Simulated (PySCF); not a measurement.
Problem. What does the GFN2-xTB structure of `N#Cc1ccccn1` look like in three dimensions?

Solution. 
```xyz
12
C6H4N2 angstrom
N      3.596   -0.597   -0.141
C      2.456   -0.494   -0.106
C      1.046   -0.307   -0.057
C      0.535    0.984    0.093
C     -0.841    1.135    0.138
C     -1.642    0.008    0.034
C     -1.026   -1.229   -0.114
N      0.279   -1.390   -0.158
H      1.202    1.828    0.169
H     -1.279    2.116    0.251
H     -2.717    0.084    0.067
H     -1.607   -2.138   -0.203
```

Orientation and origin are arbitrary. Atoms count from 1 in this order. The 6-membered ring C3–C4–C5–C6–C7–N8 has internal angles of 117.9° to 123.5° (sum 720°, against 720° for a flat polygon); it is planar, 0.00 Å rms from its mean plane, widest ring torsion 0°. The C–C distances run from 1.385 Å (C4–C5, aromatic) to 1.423 Å (C2–C3, drawn single), a spread of 0.038 Å. N8 (pyridine-type nitrogen) is bent (angle 118.0°). The 3 C–N bonds span 1.145 Å (N1≡C2, drawn triple) to 1.331 Å (C3–N8, aromatic), a spread of 0.186 Å.

Bonds between heavy atoms (Å): N1≡C2 1.145, C2–C3 1.423, C3–C4 1.397, C4–C5 1.385, C5–C6 1.386, C6–C7 1.390, C7–N8 1.317, C3–N8 1.331.

Computed geometry: GFN2-xTB, gas phase.

Point group: Cs (tolerance 0.08 Å). No frequency check.
